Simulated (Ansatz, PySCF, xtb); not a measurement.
Protons, H atoms and electrons added to or taken from OB(O)O. Isolated molecules, 0 K electronic values unless said otherwise. One relaxed conformer stands for each flexible species; it need not be the lowest. Strings in code marks are SMILES.

Quantity: proton affinity at 298 K, in kcal/mol. Thermal and zero-point terms are GFN2-xTB rigid-rotor harmonic values (xtb).

Level 1: PBE-D3(BJ)/def2-TZVP // B3LYP-D3(BJ)/def2-TZVP (PySCF)
Level 2: TPSSh-D3(BJ)/def2-TZVP // B3LYP-D3(BJ)/def2-TZVP (PySCF)
Level 3: frozen-core MP2/cc-pVTZ // B3LYP-D3(BJ)/def2-TZVP (Ansatz, a program for electronic structure)
Level 4: PBE/6-31G* // B3LYP-D3(BJ)/def2-TZVP (PySCF)

| species | level 1 | level 2 | level 3 | level 4 |
|---|---|---|---|---|
| proton added at O1: `OB(O)[OH2+]` | 179.1 | 181.6 | 179.5 | 181.2 |
